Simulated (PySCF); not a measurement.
Molecule: `InChI=1S/H12Si5/c1-4-5(2)3/h5H,4H2,1-3H3`.

Cartesian coordinates in Å; atom numbers follow the order of the lines, from 1:
```xyz
17

Si    3.0112   -0.5842    0.0147
Si    0.8246   -1.4187    0.1569
Si   -0.6811    0.1864   -0.6528
Si   -2.8748   -0.6089   -0.4316
Si   -0.4190    2.1569    0.5893
H     3.1187    0.6700    0.8221
H     4.0118   -1.5717    0.5244
H     3.3300   -0.2630   -1.4105
H     0.7047   -2.6880   -0.6282
H     0.4882   -1.7088    1.5872
H    -0.3770    0.4632   -2.0947
H    -3.0495   -1.8822   -1.1959
H    -3.1445   -0.8755    1.0152
H    -3.8661    0.3949   -0.9277
H    -1.3876    3.2005    0.1326
H    -0.6739    1.8623    2.0332
H     0.9704    2.6907    0.4462
```

Geometry PBE0-D3(BJ)/def2-SVP throughout; GIAO in PySCF, gas phase, one conformer, non-relativistic; equivalent atoms averaged; basis pcSseg-1.

Q: How do the absolute shieldings σ depend on the functional? (ppm; last column core-seconds on shared hosts with different chips, so compare them loosely)

A: 
```csv
functional,kind,Si4/Si5,Si1,Si2,Si3,H12/H13/H14/H15/H16/H17,H6/H7/H8,H9/H10,H11,core-s
HF,Hartree–Fock,483.2,485.4,493.7,512.9,28.21,28.22,28.51,28.97,12
LDA,LDA,432.4,437.3,440.0,455.9,26.93,26.97,27.01,27.23,22
PBE,GGA,440.3,444.4,449.1,466.7,27.43,27.47,27.57,27.86,28
BLYP,GGA,427.2,431.1,432.2,445.8,27.69,27.73,27.85,28.16,28
BP86,GGA,437.9,441.8,446.5,463.7,27.50,27.54,27.64,27.94,28
OPBE,GGA,458.1,461.9,469.7,491.3,27.48,27.53,27.63,27.95,28
KT2,GGA,464.8,468.4,473.4,489.7,27.45,27.49,27.58,27.85,28
KT3,GGA,462.7,466.2,470.3,486.6,27.73,27.77,27.88,28.19,27
B97-D,GGA,445.1,448.5,452.3,467.8,27.78,27.81,27.94,28.27,28
B3LYP,global hybrid,438.5,442.1,445.3,460.5,27.76,27.80,27.95,28.29,20
PBE0,global hybrid,453.5,457.0,464.2,483.6,27.57,27.61,27.75,28.09,21
mPW1PW91,global hybrid,450.3,453.6,461.1,480.9,27.65,27.68,27.83,28.18,20
WP04,global hybrid,422.4,424.9,426.7,439.7,28.40,28.44,28.59,28.93,34
B97-2,global hybrid,454.7,458.0,464.8,483.7,27.75,27.78,27.94,28.29,33
BHandHLYP,global hybrid,454.9,457.8,463.2,479.8,27.91,27.93,28.14,28.51,33
CAM-B3LYP,range-separated hybrid,446.1,449.3,454.1,470.2,27.75,27.77,27.96,28.30,46
wB97X-D,range-separated hybrid,454.1,457.0,466.0,486.0,27.73,27.75,27.94,28.28,47
LC-wPBE,range-separated hybrid,460.5,463.0,474.4,496.7,27.75,27.77,27.98,28.34,58
```

Q: Which nucleus moves most, in ppm?

A: Si3 (silicon bonded to 3 Si, H): from 439.7 ppm with WP04 to 512.9 ppm with HF. The smallest spread is 1.47 ppm, at H6/H7/H8.
